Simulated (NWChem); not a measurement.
A series in which one site is exchanged, each optimised at PBE0/def2-SVP with NWChem, gas phase unless a solvent is named. For some, no frequency run checked for a minimum. def2 effective core potentials on I, Au; no spin-orbit coupling.

A: [AuH]<-[OH2] (AuH₃O; site = H)
B: [OH2]->[Au][Br] (AuH2OBr; site = Br)
C: [I][Au]<-[OH2] (AuH₂OI; site = I)
D: [OH2]->[Au][Cl] (AuH₂OCl; site = Cl)

| quantity | A | B | C | D |
|---|---|---|---|---|
| dipole (D), PBE0/def2-SVP | [?] | 7.62 | 7.43 | 7.65 |
| orbital gap (eV), PBE0/def2-SVP | [?] | 5.25 | 4.76 | 5.60 |
| vertical ionisation energy, ΔSCF, PBE/def2-SVP (eV) | [?] | 8.91 | 8.44 | 9.22 |

Some entries are withheld; supply them.


- dipole (D), PBE0/def2-SVP, A: 5.16
- orbital gap (eV), PBE0/def2-SVP, A: 6.21
- vertical ionisation energy, ΔSCF, PBE/def2-SVP (eV), A: 9.29
